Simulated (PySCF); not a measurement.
**Atomic charges by several schemes**

C₄H₁₁PSi₂.
Geometry (GFN2-xTB, Å), atoms numbered from 1 in this order:
```
atom  x, y, z in Å
C1    -1.7603    1.9832   -1.3303
C2    -1.5777    1.1012   -0.5411
C3    -1.3717    0.0074    0.3798
C4    -2.4977   -1.0184    0.2425
Si5    0.3571   -0.7781    0.0726
Si6    2.0041    0.8613    0.1695
P7     4.0674    0.0628    0.5284
H8    -1.9298    2.7663   -2.0074
H9    -1.3974    0.4206    1.3953
H10   -2.5220   -1.4227   -0.7669
H11   -3.4644   -0.5606    0.4480
H12   -2.3485   -1.8401    0.9391
H13    0.2992   -1.4677   -1.2266
H14    0.5023   -1.8444    1.0823
H15    1.8094    1.8394    1.2498
H16    2.1381    1.6306   -1.0740
H17    3.7125   -0.7717    1.5714
H18    3.9706   -0.9627   -0.3933
```

Density: PBE0/pcSseg-1 (PySCF); schemes: Mulliken, IAO, Hirshfeld and ESP-fitted. Isolated species at its GFN2-xTB geometry (one conformer only).

Question: For which atoms does the sign change between the 4 schemes (beyond +0.03 e in one, beyond −0.03 e in another)?

Answer: C2, C3 and Si5. Atomic charges aren't observables, and each scheme defines them in its own way.

Question: At which atom do the 4 schemes differ most?

Answer: At C3: from -0.558 (Mulliken) to +0.514 e (ESP-fitted), 1.072 e apart.

Question: Which atoms carry the highest charge in the Mulliken, IAO, Hirshfeld and ESP-fitted schemes?

Answer: The schemes don't all agree: Mulliken Si5 (+0.385); IAO Si5 (+0.460); Hirshfeld Si5 (+0.249); ESP-fitted C3 (+0.514).

Question: What partial charge does each atom carry?

Answer: In e:

| atom | environment | Mulliken | IAO | Hirshfeld | ESP-fitted |
| --- | --- | --- | --- | --- | --- |
| C1 | terminal alkyne carbon | -0.388 | -0.267 | -0.126 | -0.384 |
| C2 | alkyne carbon | +0.277 | -0.032 | -0.041 | -0.239 |
| C3 | sp3 carbon bound to silicon | -0.558 | -0.366 | -0.091 | +0.514 |
| C4 | methyl carbon | -0.213 | -0.403 | -0.110 | -0.427 |
| Si5 | SiH2 silicon | +0.385 | +0.460 | +0.249 | -0.151 |
| Si6 | SiH2 silicon | +0.126 | +0.271 | +0.186 | +0.434 |
| P7 | three-coordinate phosphorus | -0.204 | -0.079 | -0.021 | -0.400 |
| H8 | alkyne hydrogen | +0.039 | +0.200 | +0.089 | +0.295 |
| H9 | methine hydrogen | +0.176 | +0.167 | +0.051 | -0.023 |
| H10 | methyl hydrogen | +0.125 | +0.147 | +0.043 | +0.131 |
| H11 | methyl hydrogen | +0.131 | +0.150 | +0.045 | +0.112 |
| H12 | methyl hydrogen | +0.121 | +0.141 | +0.043 | +0.094 |
| H13 | Si–H hydrogen | -0.036 | -0.096 | -0.072 | +0.002 |
| H14 | Si–H hydrogen | -0.054 | -0.107 | -0.077 | -0.039 |
| H15 | Si–H hydrogen | -0.021 | -0.087 | -0.072 | -0.097 |
| H16 | Si–H hydrogen | -0.014 | -0.083 | -0.072 | -0.084 |
| H17 | P–H hydrogen | +0.054 | -0.008 | -0.012 | +0.127 |
| H18 | P–H hydrogen | +0.054 | -0.008 | -0.012 | +0.134 |

Mean size of the charges over all atoms: ESP-fitted 0.205 e, IAO 0.171 e, Mulliken 0.165 e, Hirshfeld 0.079 e. Each set sums to the total charge, 0, to within 0.001 e. The Hirshfeld scheme divides the density at each point in proportion to the densities of the neutral, spherically averaged free atoms.

Question: How closely do the schemes follow one another over all atoms?

Answer: Correlation coefficient and root-mean-square difference: IAO with Hirshfeld 0.93, 0.128 e; Mulliken with IAO 0.84, 0.124 e; Mulliken with Hirshfeld 0.70, 0.168 e; Hirshfeld with ESP-fitted 0.36, 0.241 e; IAO with ESP-fitted 0.30, 0.283 e; Mulliken with ESP-fitted 0.03, 0.334 e.

Question: Sum the charges by element, for elements with more than one atom.

Answer: 
```csv
element,atoms,Mulliken,IAO,Hirshfeld,ESP-fitted
C,4,-0.883,-1.069,-0.368,-0.535
Si,2,+0.511,+0.731,+0.435,+0.283
H,11,+0.576,+0.417,-0.046,+0.652
```
